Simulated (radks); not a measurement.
Charge is removed step by step from the 4s1/2 level of the krypton ion Kr3+, starting from [Ar] 3d10 4s2 4p3. Method: Dirac Kohn-Sham, BLYP, spin-unpolarised, spherical densities, finite nucleus; open shells fill j = l - 1/2 first; Fermi nuclear charge, rms radius 4.1884 fm; computed with a radial shooting solver on a logarithmic mesh with Libxc functionals.

removed (e)	E - E(0) (eV)	eigenvalue (eV)	E minus straight line (eV)
0	0.000	-58.875	0.000
0.1	5.959	-60.306	-0.654
0.2	12.061	-61.743	-1.164
0.3	18.308	-63.188	-1.530
0.4	24.699	-64.640	-1.752
0.5	31.236	-66.099	-1.828
0.6	37.919	-67.564	-1.757
0.7	44.749	-69.037	-1.540
0.8	51.727	-70.516	-1.175
0.9	58.853	-72.001	-0.662
1	66.127	-73.493	0.000

Removing the whole electron costs 66.127 eV by Delta-SCF, against 58.875 eV from minus the eigenvalue at the starting occupation. Slater's transition state (half an electron removed) gives 66.099 eV. Integrating minus the eigenvalue over the occupation (Janak's theorem) gives 66.127 eV. The mean slope of the eigenvalue, de/dn, is 14.6 eV per electron.
